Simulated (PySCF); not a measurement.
# How methods differ on the excitation energy of Ca

Ca [Ar] 4s2 (1S) → Ca [Ar] 4p2 (3P), as a difference of total energies. Computed with PySCF 2.14 in aug-cc-pwCVTZ-X2C (9s8p6d3f, 84 functions), with scalar relativity by spin-free X2C-1e. Correlated levels: valence and next inner shell: [Ne] frozen. The calculations carry no spin-orbit coupling.

| method | excitation energy (cm⁻¹) |
| --- | --- |
| UHF | 33677 |
| MP2 (valence and next inner shell) | 40105 |
| SCS-MP2 (valence and next inner shell) | 41027 |
| CCSD (valence and next inner shell) | 39165 |
| CCSD(T) (valence and next inner shell) | 39274 |

Errors of the correlated levels include the incompleteness of this basis and the frozen core.

The coupled-cluster amplitudes are large for the upper state (T1 above 0.03 or a double amplitude above 0.15), so a single reference is strained.

For comparison: 38508 cm⁻¹ (measured; NIST levels, between the centres of gravity of the two terms).
